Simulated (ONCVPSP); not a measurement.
# Configuration tests for K (Z = 19) (ONCV)

- Element: K (Z = 19)
- Generator: ONCVPSP 4.0.1
- Type: optimised norm-conserving Vanderbilt (ONCV)
- Functional: PBE
- Relativity: fully relativistic
- Frozen core: [Ne]
- Valence charge: 9
- Reference configuration: 3s2 3p6 4s0.5 (charge +0.5)
- Partial waves: 3s+4s: rc 2.50 bohr, ncon 3, nbas 7, qcut 6.4 1/bohr, 2 projectors; 3p: rc 2.05 bohr, ncon 5, nbas 8, qcut 7.7 1/bohr, 2 projectors, debl 0.8 Ha; d scattering state at 0.44 Ha: rc 2.00 bohr, ncon 4, nbas 8, qcut 4.3 1/bohr, 1 projector
- Local potential: polynomial inside 1.65 bohr (lpopt 5, dvloc0 1 Ha)
- Core correction: Teter function, fcfact 2.75, rcfact 1.3

Open shells are filled in proportion to 2j + 1.

Energies are relative to the spin-unpolarised reference configuration 3s2 3p6 4s0.5; without spin polarisation the order of configurations can differ from experiment.

```csv
valence configuration,charge,ΔE all-electron (eV),error AE − PS (meV)
3s2 3p6 4s1,0,-1.641,-0.1
3s2 3p6 3d0.5 4s0.5,0,-0.424,-5.9
```

(1) What are ΔE and the potential's error for 3s2 3p6 4s0?

(2) What are ΔE and the potential's error for 3s2 3p6 4s0 4p1?

Results:

(1) ΔE = 2.672 eV all-electron; the error (AE − PS) is -0.1 meV.

(2) ΔE = -0.089 eV all-electron; the error (AE − PS) is 0.0 meV.

These tests converged, but a pseudo level misses the all-electron one widely, so the file describes the atom poorly there or has found another state: 3s2 3p6 4s0 4p1: empty 4s by 3.2 eV.
